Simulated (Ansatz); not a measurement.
Cartesian coordinates in Å:
```
F -1.642 -1.391 -1.347
Si -0.230 -0.709 -1.029
C -0.363 1.064 -0.448
Si 0.366 0.441 1.175
N 0.432 -1.155 0.487
H 0.604 -1.019 -2.214
H 0.258 1.781 -0.985
H -1.383 1.445 -0.388
H 1.698 1.007 1.524
H -0.508 0.564 2.374
H 0.767 -2.029 0.851
```

Charge 0, multiplicity 1.

Problem. List the PBE0/def2-TZVPP orbital energies in eV (Ansatz). (An estimate is asked.)

Solution. The calculation gave: Occupied: -1803.47, -1802.87, -673.52, -390.95, -277.80, -145.63, -145.13, -100.34, -100.30, -100.27, -99.81, -99.78, -99.77, -32.91, -23.90, -19.61, -15.37, -15.05, -13.40, -12.75, -12.34, -11.77, -11.17, -10.02, -9.95, -9.88, -8.33, -7.85. Lowest empty: -0.03, 1.00, 1.18, 1.78, 1.90, 2.01, 2.38, 2.59.
